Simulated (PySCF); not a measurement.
CH₄ClNOSi₂, SMILES Cl[Si@H]1OC=N[SiH2]1.

Geometry optimised at PBE-D3(BJ)/def2-SVP. The structure was generated by enumeration; whether it is a known compound was not checked.

Two levels are set side by side: PBE/def2-TZVP (PySCF) and HF/def2-TZVP (PySCF). Same geometry, gas phase. Differences are taken from unrounded values.

| quantity | HF |
|---|---|
| orbital gap (eV) | 12.95 |
| highest occupied level (eV) | -10.53 |
| lowest empty level (eV) | 2.42 |
| dipole moment (D) | 1.52 |
| mean polarisability (bohr³) | 76.0 |

**Question.** What does PBE give, and how far is it from HF? (Estimate from the structure and the level; the computed values follow.)

**Answer.** 
```
quantity                       PBE  PBE minus HF
---------------------------  -----  ------------
orbital gap (eV)              4.28         -8.66
highest occupied level (eV)  -6.29          4.24
lowest empty level (eV)      -2.01         -4.43
dipole moment (D)             1.16         -0.36
mean polarisability (bohr³)   86.7          10.7
```

Without exact exchange PBE keeps part of each electron's self-repulsion, which lifts occupied levels and narrows the gap. Loosely held outer electrons make PBE densities more polarisable. Differences between two approximate levels are no errors against the true value.

Rough cost on one machine, each run with all the roots and properties that it gave: HF against PBE about 1/3.
